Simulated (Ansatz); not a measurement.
Ag₂H₃⁻. The state is a singlet with charge -1. Geometry r2SCAN-D4/def2-TZVPD; atoms count from 1.

```xyz
5

Ag    2.1012    0.2588    1.0925
Ag   -0.1846   -0.0233   -0.0965
H    -0.7218    1.3027    0.7181
H     0.4253   -1.3408   -0.8733
H    -1.6200   -0.1973   -0.8409
```

In the def2 sets Ag takes a core potential; there is no spin–orbit coupling. The restricted singlet is unstable towards broken spin symmetry in Hartree–Fock (as tested in another run); at PBE0-D4/def2-TZVPD this wasn't settled. Another isomer (singlet) lies 1.90 eV lower at PBE0-D4/def2-TZVPD; other spin states weren't run for this one.

(1) Estimate the Mulliken populations from the PBE0/def2-TZVPD orbitals of Ansatz.

(2) And the Mayer bond orders between heavy atoms (over 0.3)?

Answers

(1) 
```json
{"atom": "Ag1", "charge (e)": "-0.24", "d electrons": "9.95"}
{"atom": "Ag2", "charge (e)": "-0.92", "d electrons": "9.56"}
{"atom": "H3", "charge (e)": "0.05", "d electrons": "–"}
{"atom": "H4", "charge (e)": "0.05", "d electrons": "–"}
{"atom": "H5", "charge (e)": "0.07", "d electrons": "–"}
```
Mulliken values depend strongly on the basis. With diffuse functions, as here, like atoms can get unlike values, and bond orders can come out too low or too high.

(2) Ag1–Ag2 0.84 (2.59 Å).
